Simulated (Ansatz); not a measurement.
`FBC[SiH3]` + `FB[AsH2]` → `[SiH3]CB[AsH2]` + `FBF` at 700 K and 1 bar (redistribution).

Program: Ansatz. Geometries: PBE0-D4/def2-TZVP. ΔE: electronic, gas phase. CCSD(T)/CBS adds triple-zeta CCSD(T) − MP2 to the extrapolated MP2 energy (def2 sets, frozen cores). This one scheme is used for every species. For As outer-core shells are correlated without core-valence functions, which leaves a few kJ/mol of doubt a bond. Scalar relativity is left out up to krypton. One conformer a species, not always the lowest.

| species | CCSD(T)/CBS energy (Eh) | H − E (kJ/mol) | S (J/(mol·K)) |
| --- | --- | --- | --- |
| `FBC[SiH3]` | -455.38583 | 247.8 | 431.3 |
| `FB[AsH2]` | -2361.43380 | 129.7 | 364.6 |
| `[SiH3]CB[AsH2]` | -2591.73639 | 298.6 | 497.9 |
| `FBF` | -225.09427 | 79.5 | 289.3 |

H − E and S are ideal-gas, rigid-rotor, harmonic terms from PBE0-D4/def2-TZVP, for one conformer and one mirror image of each species. 1 Eh = 2625.50 kJ/mol, R = 8.31446 J/(mol·K).

Q: By hand: ΔE, ΔH, ΔS and ΔG.

A: ΔE = (-2591.73639) + (-225.09427) − (-455.38583) − (-2361.43380) = -0.01103 Eh = -29.0 kJ/mol. Δ(H − E) = 298.6 + 79.5 − 247.8 − 129.7 = 0.6, so ΔH = -28.4 kJ/mol. ΔS = 497.9 + 289.3 − 431.3 − 364.6 = -8.7 J/(mol·K). ΔG = -28.4 − 700 × (-8.7)/1000 = -22.3 kJ/mol.

Q: By hand: the equilibrium constant, and the temperature at which ΔG would vanish if ΔH and ΔS stayed fixed.

A: log₁₀ K = −ΔG/(RT ln 10) = 1.7. ΔG = 0 at ΔH/ΔS = 3264 K, far beyond where these terms or the molecules hold.

The number of gas molecules stays the same, so ΔS is small and ΔH decides. A doubt of 5 kJ/mol in ΔE shifts log₁₀ K by 0.4 here. Other conformers and mirror images would add mixing entropy, several J/(mol·K) or more a flexible species. Modes under 60 cm⁻¹, often nearly free rotors, make the harmonic entropy too high. These are equilibria of isolated gas molecules and say nothing of rates. Largest T1 diagnostic: 0.013 (customary marks: 0.02 for closed shells, 0.045 for open ones).
